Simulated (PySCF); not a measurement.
A GIAO shielding run with PySCF (density fitting, non-relativistic, gas phase) on `C=CC[SiH2][SiH2]O[SiH3]`, C₃H₁₂OSi₃:

```
$ OMP_NUM_THREADS=1 python probes_run.py task.json out

{"job": {"kind": "nmr", "xc": "PBE0", "basis": "pcSseg-1"}, "charge": 0, "multiplicity": 1}
C     -3.366641     0.848153    -0.028920
C     -2.457914     0.098105    -0.627755
C     -1.960029    -1.201353    -0.111058
Si    -0.230861    -0.996045     0.695393
Si     1.247218    -0.090930    -0.825808
O      2.619502     0.218074    -0.012020
Si     3.766988     0.920411     0.880842
H     -3.839906     0.534311     0.887218
H     -3.680236     1.797870    -0.427507
H     -1.998424     0.438909    -1.547905
H     -1.890576    -1.921697    -0.927133
H     -2.655106    -1.601972     0.625540
H      0.139268    -2.339007     1.185932
H     -0.437314    -0.191319     1.913892
H      1.689260    -0.976791    -1.911586
H      0.844030     1.181698    -1.442746
H      4.660857     1.628507    -0.032824
H      4.429826    -0.181409     1.572997
H      3.110254     1.843737     1.805759
```

Hardware: 1 thread of an Arm Neoverse N1, shared host. The job also computes population analyses, field gradients.

(1) How large is the calculation?

(2) How long does it take, and how much memory does it need?

## Answers

(1) 80 electrons, 200 basis functions and 1109 auxiliary functions.

(2) 77 s of wall time, with 13 SCF cycles and 4 response iterations; peak memory 0.93 GiB. Times on a shared host scatter by some tens of per cent.
